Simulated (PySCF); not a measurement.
Compound: C6H4FNO.
Numbering: `[N:1]#[C:2][C:3]1([F:4])[CH:5]=[CH:6][O:7][CH:8]=[CH:9]1` (hydrogens: H10 on C5; H11 on C6; H12 on C8; H13 on C9)

Geometry (GFN2-xTB, Å), atoms numbered from 1 in this order:
```
atom  x, y, z in Å
N1    -0.404   -2.269    2.134
C2    -0.318   -1.707    1.144
C3    -0.190   -0.923   -0.082
F4    -0.394   -1.800   -1.171
C5     1.186   -0.327   -0.177
C6     1.366    0.984   -0.286
O7     0.379    1.909   -0.295
C8    -0.888    1.441   -0.237
C9    -1.228    0.162   -0.121
H10    2.018   -1.010   -0.186
H11    2.340    1.442   -0.369
H12   -1.611    2.242   -0.284
H13   -2.260   -0.143   -0.088
```

Computed, not measured: TDDFT wB97X-D/def2-SVPD, vertical, gas phase, core orbitals frozen in the response in PySCF.

Broadening: Gaussians 0.5 eV wide at half height, area fixed by f = 4.319×10⁻⁹ ∫ε dν̃. The width is an assumption, not a result. The curve ends short of the highest state used, and states not computed would add to its high-energy end.

λ (nm), ε (L mol⁻¹ cm⁻¹) and a bar:
```
    169.3       8185 ##############################
    172.4       3755 ##############
    175.5       1641 ######
    178.6        837 ###
    181.8       1031 ####
    184.9       2115 ########
    188.0       3717 ##############
    191.1       5053 ###################
    194.2       5403 ####################
    197.4       4699 #################
    200.5       3600 #############
    203.6       2703 ##########
    206.7       2190 ########
    209.9       1890 #######
    213.0       1604 ######
    216.1       1245 #####
    219.2        861 ###
    222.4        519 ##
    225.5        283 #
    228.6        138 
    231.7         61 
    234.9         24 
    238.0          9 
    241.1          3
```

Question: Locate the maxima and give the states behind the curve.

Answer: 194 nm (6.40 eV), ε about 5400, made up of S2 (98%) (ε in L mol⁻¹ cm⁻¹; maxima over ε = 5, shares over 10%). At its high-energy end, 7.33 eV, the curve is still rising (ε about 8500, from S3, S4, S5, S6 and S7). The states used: S1 5.89 eV (f 0.029); S2 6.41 eV (f 0.099); S3 7.26 eV (f 0.019); S4 7.37 eV (f 0.031); S5 7.60 eV (f 0.039); S6 7.68 eV (f 0.269); S7 7.77 eV (f 0.181); S8 7.93 eV (f 0.024).

Question: On this curve, what absorbance would a 10⁻⁵ mol/L sample give at 193 nm over a 1 cm path?

Answer: 193 nm is 6.424 eV, where ε is about 5400 L mol⁻¹ cm⁻¹, so A = ε c l ≈ 0.054 (Beer–Lambert, with the gas-phase spectrum and the assumed width).

Question: Coming from long wavelengths, where does ε first pass 100 L mol⁻¹ cm⁻¹?

Answer: At about 230 nm (5.39 eV), 0.50 eV below S1.

Question: What would ε be at 6.40 eV, the highest of these maxima, with half the width (0.25 eV)?

Answer: About 10600 L mol⁻¹ cm⁻¹ against 5430, a factor of about 1.95; a lone state at its own centre would give exactly 2.
